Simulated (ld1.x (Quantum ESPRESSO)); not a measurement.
u(r) = r·R(r): atom against pseudo-atom (Zr)

Columns: radius, all-electron u(r) and pseudo u(r) of the 5p shell (level -1.47 eV) of zirconium in the configuration [Kr] 4d2 5s2 5p0; PBE, scalar-relativistic, TM semilocal scheme, ld1.x (Quantum ESPRESSO) 7.5.

```csv
r (bohr),all-electron,pseudo
0.160,0.0114,-0.0105
0.320,-0.1138,-0.0387
0.480,-0.0528,-0.0753
0.640,0.0643,-0.1091
0.800,0.1534,-0.1311
0.960,0.1940,-0.1388
1.120,0.1911,-0.1356
1.280,0.1570,-0.1277
1.440,0.1038,-0.1211
1.600,0.0409,-0.1198
1.760,-0.0251,-0.1267
1.920,-0.0898,-0.1440
2.080,-0.1508,-0.1728
2.240,-0.2068,-0.2124
2.400,-0.2572,-0.2577
2.560,-0.3017,-0.3017
2.720,-0.3407,-0.3407
2.880,-0.3740,-0.3740
3.040,-0.4022,-0.4022
3.200,-0.4254,-0.4254
3.360,-0.4440,-0.4440
3.520,-0.4583,-0.4583
3.680,-0.4687,-0.4687
3.840,-0.4756,-0.4756
4.000,-0.4793,-0.4793
4.160,-0.4801,-0.4801
```

**Question.** How many radial nodes do the two functions have?

**Answer.** The all-electron 5p function has n − l − 1 = 3; the pseudo-wave has 0, since the states of the same l below it are removed with the core.

**Question.** At about which radius was the pseudo-wave matched?

**Answer.** 2.64 bohr, where the columns begin to agree (steps of 0.16 bohr).

**Question.** Is the pseudo-wave norm-conserving?

**Answer.** Yes: the TM semilocal scheme keeps the norm inside the radius equal to the all-electron one, which fixes the energy derivative of the logarithmic derivative at the level.
